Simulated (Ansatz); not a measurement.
SiMo₃. Total charge 0; singlet. Geometry PBE0-D4/def2-SVP; atoms count from 1.

```
atom   x (Å)   y (Å)   z (Å)
 Mo1  -1.176   0.141   0.735
 Mo2   0.430  -1.310   0.206
 Mo3   0.944   0.819   0.619
 Si4  -0.198   0.350  -1.560
```

In the def2 sets Mo takes a core potential; there is no spin–orbit coupling. The structure comes from a short search, and lower isomers may exist.

Q: Estimate the Mulliken populations from the PBE0/def2-TZVP orbitals of Ansatz.

A: 
```csv
atom,charge (e),d electrons
Mo1,0.11,4.77
Mo2,0.11,4.77
Mo3,0.11,4.77
Si4,-0.34,–
```
Mulliken values and Mayer orders depend strongly on the basis.

Q: And the Mayer bond orders between bonded heavy atoms (over 0.3)?

A: Mo1–Mo2 2.38 (2.23 Å); Mo1–Mo3 2.38 (2.23 Å); Mo1–Si4 1.12 (2.50 Å); Mo2–Mo3 2.38 (2.23 Å); Mo2–Si4 1.12 (2.50 Å); Mo3–Si4 1.12 (2.50 Å).
